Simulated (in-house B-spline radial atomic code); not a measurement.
**CAM-B3LYP excitations of Rb II (Rb+)**

Method: CAM-B3LYP. Computed with an all-electron radial atomic-structure program (B-spline basis): linear response of the closed shell [Ar] 3d10 4s2 4p6 with the functional's adiabatic kernel; scalar-relativistic (spin-free one-electron X2C), finite nucleus, no spin-orbit coupling, no double excitations, S, P, D and F terms only; shells from n = 2 respond. Only terms of natural parity with L up to 3 were computed.

Command:
```bash
python run_td.py task.json out
```
Settings (radii: box in bohr, nucleus in fm):
```
Z                        37
electrons                36
configuration            [Ar] 3d10 4s2 4p6
hamiltonian              x2c
method                   camb3lyp
box_radius               41.61
rms_radius               4.2036
intervals                75
```

Time taken, with all properties: 5.4 s on 1 thread of Arm Neoverse N1 (shared host).

The lowest states, in the order of their Tamm-Dancoff energies; the method's threshold (minus the highest occupied level) is 24.839 eV. Labels give the largest channel, * marks a mixed state, and oscillator strengths are full-response dipole values. Semilocal kernels can invert the small singlet-triplet splittings of Rydberg terms. Energies in eV:

| state | full response | Tamm-Dancoff | oscillator strength |
| --- | --- | --- | --- |
| 4p → 5s 3P | ? | ? | - |
| 4p → 5s 1P | 16.053 | 16.065 | 0.411 |
| 4p → 4d 3P | 17.283 | 17.319 | - |
| 4p → 4d 3F | ? | ? | - |
| 4p → 4d 1F | 18.262 | 18.267 | - |
| 4p → 5p 3S | 18.264 | 18.273 | - |
| 4p → 5p 3D | 18.444 | 18.450 | - |
| 4p → 5p 1D | 18.553 | 18.556 | - |
| 4p → 5p 1S | 19.284 | 19.367 | - |
| 4p → 4d 1P | 19.854 | 20.010 | 1.62 |

Q: Where does 4p → 5s 3P lie?

A: At 15.739 eV in full response, 15.746 eV in Tamm-Dancoff.

Q: Where does 4p → 4d 3F lie?

A: At 17.433 eV in full response, 17.498 eV in Tamm-Dancoff.

Q: How large is the singlet-triplet splitting of 4p → 5s (P terms) in Tamm-Dancoff?

A: 0.319 eV, from the unrounded values.

Q: What polarisabilities and dispersion coefficient does the method give?

A: Dipole 9.358 bohr³, quadrupole 37.98 bohr⁵, C6 56.88 hartree·bohr⁶ for two such species.
